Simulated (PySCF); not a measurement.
## Spinor energies of Ho⁵⁴⁺ (holmium, charge +54)

Start: [Ne] 3s2 3p1; 3p3/2 filled at m_j = +3/2. Calculated with PySCF 2.14 in an uncontracted even-tempered set (18 s from 15 bohr⁻², ratio 2.4; 14 p from 20 bohr⁻², ratio 2.4; 4 d from 66 bohr⁻², ratio 2.6; 4 f from 99 bohr⁻², ratio 2.6): generalised Hartree-Fock with the X2C-1e Hamiltonian and a Gaussian nucleus; one run each with spin-orbit coupling (SO) screened by Boettger's factors, then bare. This is a chosen level, not necessarily the ground level.

```json
{"spinor shell": "1s1/2", "electrons": "2", "ε, screened SO (eV)": "-60025.0", "ε, bare SO (eV)": "-60024.5", "weight of nominal j (bare SO)": "1.000", "rms radius, bare SO (bohr)": "0.0235"}
{"spinor shell": "2s1/2", "electrons": "2", "ε, screened SO (eV)": "-13379.0", "ε, bare SO (eV)": "-13378.9", "weight of nominal j (bare SO)": "1.000", "rms radius, bare SO (bohr)": "0.0936"}
{"spinor shell": "2p1/2", "electrons": "2", "ε, screened SO (eV)": "-12946.0", "ε, bare SO (eV)": "-12968.2", "weight of nominal j (bare SO)": "1.000", "rms radius, bare SO (bohr)": "0.0797"}
{"spinor shell": "2p3/2", "electrons": "4", "ε, screened SO (eV)": "-12062.4", "ε, bare SO (eV)": "-12054.8", "weight of nominal j (bare SO)": "1.000", "rms radius, bare SO (bohr)": "0.0862"}
{"spinor shell": "3s1/2", "electrons": "2", "ε, screened SO (eV)": "-5393.0", "ε, bare SO (eV)": "-5393.0", "weight of nominal j (bare SO)": "1.000", "rms radius, bare SO (bohr)": "0.224"}
{"spinor shell": "3p3/2", "electrons": "1", "ε, screened SO (eV)": "-5032.7", "ε, bare SO (eV)": "-5030.7", "weight of nominal j (bare SO)": "1.000", "rms radius, bare SO (bohr)": "0.222"}
```

| quantity | screened SO | bare SO |
| --- | --- | --- |
| E (hartree) | -9483.46748 | -9483.91870 |
| M_J | 3/2 | 3/2 |
| ⟨J²⟩ | 3.750 | 3.750 |
| ⟨L²⟩ | 2.020 | 2.021 |
| ⟨S²⟩ | 0.770 | 0.771 |

Each row is a mean over spinors that exchange with the open shell spreads, by up to 25.343 eV (3s1/2).

Breit and QED terms are absent; they matter most for the inner s and p1/2 levels.

Densities and radii are taken from the X2C orbitals without a picture-change correction, which distorts them close to the nucleus.
